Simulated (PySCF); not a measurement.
C6H7, SMILES [C]1=CCCC=C1, multiplicity 2.

Geometry: PBE-D3(BJ)/def2-SVP. The isomer is the one that the SMILES or the coordinates give; other isomers of the formula were not compared. Other conformers were not sampled.

These are r2SCAN/def2-TZVP (PySCF) values and carry that method's errors.

The molecule is in vacuum.

```
Property                                                                                                        Result
---------------------------------------------------------------------------------------------  -----------------------
total energy                                                                                        -232.67450 hartree
α spin, highest occupied and lowest empty level                                                     -5.39 and -1.71 eV
β spin, highest occupied and lowest empty level                                                     -5.37 and -2.40 eV
dipole moment                                                                                                   1.39 D
quadrupole, principal values (traceless, Buckingham form, about the centre of nuclear charge)   -3.91, -0.92, 4.83 D·Å
mean static polarisability                                                                       68.8 bohr³ (10.19 Å³)
polarisability, principal values                                                                49.0, 76.1, 81.2 bohr³
⟨S²⟩                                                                                           0.787 (pure state 0.75)
```
